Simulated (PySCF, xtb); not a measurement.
Sn(H)(SH)3 (H₄S₃Sn), SMILES [SH][SnH]([SH])[SH].

GFN2-xTB (xtb 6.7.1) at its own geometry gives an orbital gap of 1.86 eV and a dipole moment of 2.22 D.

The structure is a stationary point at PBE0-D3(BJ)/def2-SVP. The structure was generated by enumeration; whether it is a known compound was not checked. The def2 effective core potentials stand for the cores of Sn; spin–orbit coupling is left out. The values are those of a single conformer.

Problem. What does CAM-B3LYP/def2-TZVP in PySCF give? (An estimate is asked for; the answer gives what the named calculation found.)

Solution. gap 8.17 eV (levels -8.86 and -0.69 eV), dipole 0.19 D.
